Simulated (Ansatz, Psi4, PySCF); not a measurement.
C$_{2}$H$_{6}$Cl$_{2}$Si, triplet, at the geometry of the source list (a higher spin typed on purpose: for a closed-shell molecule this is an excited state) (in this run its highest filled SCF level lies above zero, so its values depend strongly on the basis, on diffuse functions most of all). Base run: PBE0/STO-3G (PySCF).

The PySCF input:
```python
from pyscf import gto, scf, dft

mol = gto.Mole()
mol.atom = '''
    C     1.46970000   -0.56850000   -0.39370000
    Si    0.04640000    0.66220000   -0.12100000
    C    -1.52280000   -0.18950000    0.53220000
    Cl    0.63840000    2.07840000    1.21270000
    Cl   -0.38170000    1.58440000   -1.88200000
    H     1.19660000   -1.33230000   -1.11570000
    H     2.35960000   -0.06830000   -0.76690000
    H     1.73950000   -1.06940000    0.53130000
    H    -2.32760000    0.52520000    0.68340000
    H    -1.88050000   -0.94260000   -0.16360000
    H    -1.33770000   -0.67970000    1.48340000
'''
mol.basis = 'sto-3g'
mol.spin = 2
mol.verbose = 4
mol.build()

mf = dft.UKS(mol)
mf.xc = 'pbe0'
mf.kernel()
```

The same geometry, method and basis name were run in Ansatz (an electronic-structure program) and Psi4 and PySCF, at each program's defaults and at the settings that a row names. The base is PySCF at its defaults. Differences at the defaults can come from grids, fitting, cores and function types together.

```tsv
code and settings	ΔE vs base (mEh)	basis functions	E (Eh)	SCF cycles	dipole (D)
PySCF, defaults (exact integrals, its default grid, spherical functions)	0.000	43	-1274.75129	12	3.29
Psi4, defaults (density fitting with its default set, its default grid, spherical functions)	-2.515	43	-1274.75381	11	3.29
Ansatz, defaults (factorised integrals, its default grid, spherical functions)	0.002	43	-1274.75129	-	-
PySCF, density fitting with def2-universal-jkfit	-2.482	43	-1274.75377	12	3.29
PySCF, fine grid	-0.001	43	-1274.75129	12	3.29
Psi4, exact integrals, spherical functions, fine grid	0.001	43	-1274.75129	16	3.29
Ansatz, high accuracy	-0.003	43	-1274.75130	-	-
```

Open shells are given as the SCF converged; they aren't shown to be the lowest states, and a large step between rows can be another state.
